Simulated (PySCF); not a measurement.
CsF, charge -1, doublet, at the geometry of the source list (a state made from the parent by changing its charge; the spin is typed, not shown lowest) (core potentials on Cs) (a gas-phase anion, which may not be bound at this level); CASSCF(5,6)/def2-SVP (PySCF).

The PySCF input:
```python
from pyscf import gto, scf, mcscf
import numpy

mol = gto.M(
    atom='''
Cs   -0.59800000   -0.52990000   -0.83640000
F     0.59800000    0.52990000    0.83640000
''',
    basis='def2-svp',
    ecp={'Cs': 'def2-svp'},
    charge=-1,
    spin=1,
    verbose=4,
)

mf = scf.ROHF(mol)
mf.kernel()
mc = mcscf.CASSCF(mf, 6, 5)
mc.fix_spin_(ss=0.75)
mc.kernel()
occ = numpy.linalg.eigvalsh(mc.fcisolver.make_rdm1(mc.ci, mc.ncas, mc.nelecas))[::-1]
ss = mc.fcisolver.spin_square(mc.ci, mc.ncas, mc.nelecas)[0]
print('natural occupations', occ.round(4), ' <S^2>', round(ss, 4))
```

Question: Predict the main parts of the log of this PySCF run.

Answer: 
```
PySCF version 2.14.0

[INPUT] verbose = 4
[INPUT] num. atoms = 2
[INPUT] num. electrons = 19
[INPUT] charge = -1
[INPUT] spin (= nelec alpha-beta = 2S) = 1
[INPUT] symmetry False subgroup None
[INPUT] Mole.unit = angstrom
[INPUT] Symbol           X                Y                Z      unit          X                Y                Z       unit  Magmom
[...]
nuclear repulsion = 18.5282375109191
number of shells = 16
number of NR pGTOs = 59
number of NR cGTOs = 38
basis = def2-svp
ecp = {'Cs': 'def2-svp'}

******** <class 'pyscf.scf.rohf.ROHF'> ********
method = ROHF
initial guess = minao
damping factor = 0
level_shift factor = 0
DIIS = <class 'pyscf.scf.diis.CDIIS'>
diis_start_cycle = 1
diis_space = 8
diis_damp = 0
SCF conv_tol = 1e-09
SCF conv_tol_grad = None
SCF max_cycles = 50
direct_scf = True
direct_scf_tol = 1e-13
num. doubly occ = 9  num. singly occ = 1
Set gradient conv threshold to 3.16228e-05
init E= -115.511900616425
[...]
cycle= 1 E= -119.099127568463  delta_E= -3.59  |g|= 0.766  |ddm|= 1.45
[...]
cycle= 2 E= -119.18651437764  delta_E= -0.0874  |g|= 0.549  |ddm|=    2
[...]
cycle= 3 E= -119.238886690672  delta_E= -0.0524  |g|= 0.0405  |ddm|= 0.363
[...]
cycle= 4 E= -119.239616107361  delta_E= -0.000729  |g|= 0.0053  |ddm|= 0.199
[...]
cycle= 5 E= -119.239714037983  delta_E= -9.79e-05  |g|= 0.00196  |ddm|= 0.0897
[...]
cycle= 6 E= -119.239734362886  delta_E= -2.03e-05  |g|= 0.00052  |ddm|= 0.0449
[...]
cycle= 7 E= -119.239736155336  delta_E= -1.79e-06  |g|= 0.00014  |ddm|= 0.0102
[...]
cycle= 8 E= -119.239736240835  delta_E= -8.55e-08  |g|= 2.67e-05  |ddm|= 0.00297
[...]
cycle= 9 E= -119.239736242546  delta_E= -1.71e-09  |g|= 5.26e-06  |ddm|= 0.000734
[...]
cycle= 10 E= -119.239736242574  delta_E= -2.83e-11  |g|= 7.62e-07  |ddm|= 4.58e-05
[...]
Extra cycle  E= -119.239736242575  delta_E= -9.09e-13  |g|= 3.21e-07  |ddm|= 6.75e-06
converged SCF energy = -119.239736242575

******** <class 'pyscf.mcscf.mc1step.CASSCF'> ********
CAS (3e+2e, 6o), ncore = 7, nvir = 25
max_cycle_macro = 50
max_cycle_micro = 4
conv_tol = 1e-07
conv_tol_grad = None
orbital rotation max_stepsize = 0.02
orbital rotation threshold for CI restart = 0.01
augmented hessian ah_max_cycle = 30
augmented hessian ah_conv_tol = 1e-12
augmented hessian ah_linear dependence = 1e-14
augmented hessian ah_level shift = 1e-08
augmented hessian ah_start_tol = 2.5
augmented hessian ah_start_cycle = 3
augmented hessian ah_grad_trust_region = 3
kf_trust_region = 3
kf_interval = 4
[...]
CASCI E = -119.239772258848  S^2 = 0.7500000
[...]
               |grad[o]|=0.00143  |grad[c]|=0.00641  |ddm|=0.00306  |maxRot[o]|=0.066
macro iter  41 ( 21 JK    4 micro), CASSCF E = -119.290520186083  dE = -3.45183179e-05  S^2 = 0.7500000
               |grad[o]|=0.00128  |grad[c]|=0.00157  |ddm|=0.000613  |maxRot[o]|=0.0491
macro iter  42 ( 21 JK    4 micro), CASSCF E = -119.290520879231  dE = -6.93147641e-07  S^2 = 0.7500000
               |grad[o]|=0.00115  |grad[c]|=0.00501  |ddm|=0.00222  |maxRot[o]|=0.00688
macro iter  43 ( 21 JK    4 micro), CASSCF E = -119.290520826712  dE =  5.25190131e-08  S^2 = 0.7500000
               |grad[o]|=0.00103  |grad[c]|=0.00677  |ddm|=0.00314  |maxRot[o]|=0.00941
macro iter  44 ( 17 JK    4 micro), CASSCF E = -119.290550107340  dE = -2.92806276e-05  S^2 = 0.7500000
               |grad[o]|=0.00105  |grad[c]|=0.00541  |ddm|=0.00253  |maxRot[o]|=0.0587
macro iter  45 ( 21 JK    4 micro), CASSCF E = -119.290552582763  dE = -2.47542377e-06  S^2 = 0.7500000
               |grad[o]|=0.000928  |grad[c]|=0.00252  |ddm|=0.000873  |maxRot[o]|=0.0291
macro iter  46 ( 21 JK    4 micro), CASSCF E = -119.290552743303  dE = -1.60539614e-07  S^2 = 0.7500000
               |grad[o]|=0.000844  |grad[c]|=0.00476  |ddm|=0.00213  |maxRot[o]|=0.00146
macro iter  47 ( 21 JK    4 micro), CASSCF E = -119.290552087881  dE =  6.55421758e-07  S^2 = 0.7500000
               |grad[o]|=0.000805  |grad[c]|=0.00663  |ddm|=0.00311  |maxRot[o]|=0.0102
macro iter  48 ( 21 JK    4 micro), CASSCF E = -119.290567833542  dE = -1.57456606e-05  S^2 = 0.7500000
               |grad[o]|=0.000851  |grad[c]|=0.00132  |ddm|=0.000272  |maxRot[o]|=0.0405
macro iter  49 ( 21 JK    4 micro), CASSCF E = -119.290569023187  dE = -1.18964478e-06  S^2 = 0.7500000
               |grad[o]|=0.00074  |grad[c]|=0.0024  |ddm|=0.000937  |maxRot[o]|=0.00736
macro iter  50 ( 21 JK    4 micro), CASSCF E = -119.290569354647  dE = -3.31460456e-07  S^2 = 0.7500000
               |grad[o]|=0.000693  |grad[c]|=0.00461  |ddm|=0.00202  |maxRot[o]|=0.00521
1-step CASSCF not converged,  50 macro (907 JK 184 micro) steps
CASSCF canonicalization
Density matrix diagonal elements [1.98339846 1.98391959 1.00000033 0.01252927 0.00446237 0.01568998]
CASSCF energy = -119.290569354647
CASCI E = -119.290569354647  E(CI) = -6.41022860194414  S^2 = 0.7500000
natural occupations [1.9844e+00 1.9839e+00 1.0000e+00 1.5300e-02 1.5100e-02 1.2000e-03]  <S^2> 0.75
```

The run did not converge; its last values are not results.
